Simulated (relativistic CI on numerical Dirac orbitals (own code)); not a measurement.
Method of calculation: Dirac-Coulomb-Breit CI, separate exchange-only KLI orbitals for each configuration, model QED (radiative potential, 1s self-energy scaled to tabulated hydrogen-like ionisation energies), valence Slater integrals scaled by 0.85, P86 correlation energy added to each configuration (own radial code, finite nucleus).

Configurations in the expansion (outside the closed core [Ar]): 4s, 4p, 3d, 5p, 4d, 4f, 5s, 6s, 6p, 5d, 7s, 5g, 5f, 7p, 6d, 8s, 8p. Levels of other configurations are missing.

For a near-neutral ion this model can misplace configurations by up to about 10,000 cm⁻¹ (more where the count of f electrons changes) and terms by 10 to 25 % of their spread. Rates follow the energies as ν³ (E1, M1) or ν⁵ (E2), so they and the lifetimes can be off by large factors. The fine structure of a lone outer electron comes out too small, for d and f at times inverted, and misplaced configurations move strength between like terms. 6 of the 6 excited levels that our extract of the measured tables holds in this range could be paired (the sources list more); they are missed by 749 cm⁻¹ on average and 1058 at most, and levels without a partner can miss by more.

Outline of the computed level scheme of K I. Lowest level of each configuration: 4s ²S1/2 at 0.0000 eV; 4p ²P°1/2 at 1.4805 eV; 5s ²S1/2 at 2.5405 eV; 3d ²D5/2 at 2.5860 eV; 5p ²P°1/2 at 2.9981 eV; 6s ²S1/2 at 3.3649 eV; 4d ²D5/2 at 3.3888 eV; 6p ²P°1/2 at 3.5727 eV; 4f ²F°5/2 at 3.5747 eV.

Some strong electric-dipole decays among the lowest 15 levels: 4p ²P°3/2 → 4s ²S1/2 (3.6e+07 s⁻¹); 4p ²P°1/2 → 4s ²S1/2 (3.5e+07 s⁻¹); 6s ²S1/2 → 4p ²P°3/2 (5.7e+06 s⁻¹); 4d ²D5/2 → 4p ²P°3/2 (4.1e+06 s⁻¹); 4d ²D3/2 → 4p ²P°1/2 (3.5e+06 s⁻¹); 6s ²S1/2 → 4p ²P°1/2 (2.9e+06 s⁻¹); 5p ²P°3/2 → 4s ²S1/2 (2.4e+06 s⁻¹); 5p ²P°1/2 → 4s ²S1/2 (2.3e+06 s⁻¹).

Rates of lines that live on the mixing of spin multiplicities can be off by large factors.
